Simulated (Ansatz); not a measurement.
One change: `SB(S)Br` becomes `[SH][Al]([SH])[Br]`.

Ansatz, PBE0-D4/def2-TZVP geometries, multiplicity 1. Each molecule was computed in one conformer, which needn't be the lowest.

Scalar relativity is left out up to krypton.

```
                                      property  `SB(S)Br`
         HOMO–LUMO gap (B3LYP/def2-TZVPP) / eV       6.26
       HOMO–LUMO gap (ωB97M-V/def2-TZVPP) / eV      10.81
             HOMO energy (PBE/def2-TZVPP) / eV      -6.61
             LUMO energy (PBE/def2-TZVPP) / eV      -1.99
zero-point energy (PBE0-D4/def2-TZVP) / kJ/mol       64.9
           LUMO energy (B3LYP/def2-TZVPP) / eV      -1.28
```

Task: What does the change do to each property? (Best estimate.)

Result: Computed: 
| property | `[SH][Al]([SH])[Br]` | shift |
| --- | --- | --- |
| HOMO–LUMO gap (B3LYP/def2-TZVPP) / eV | 6.53 | 0.27 |
| HOMO–LUMO gap (ωB97M-V/def2-TZVPP) / eV | 10.89 | 0.08 |
| HOMO energy (PBE/def2-TZVPP) / eV | -6.72 | -0.11 |
| LUMO energy (PBE/def2-TZVPP) / eV | -1.72 | 0.27 |
| zero-point energy (PBE0-D4/def2-TZVP) / kJ/mol | 53.8 | -11.1 |
| LUMO energy (B3LYP/def2-TZVPP) / eV | -1.14 | 0.14 |

With PBE0 the HOMO falls by 0.15 eV and the LUMO rises by 0.24 eV, so the gap widens by about 0.39 eV. PBE moves the HOMO by -0.11 eV and ωB97M-V by -0.19 eV.

B3LYP here is the variant with VWN-RPA as its local correlation; programs differ in this.

Spin–orbit coupling is left out; it splits and shifts lone-pair levels of the heavy atoms by tenths of an eV.
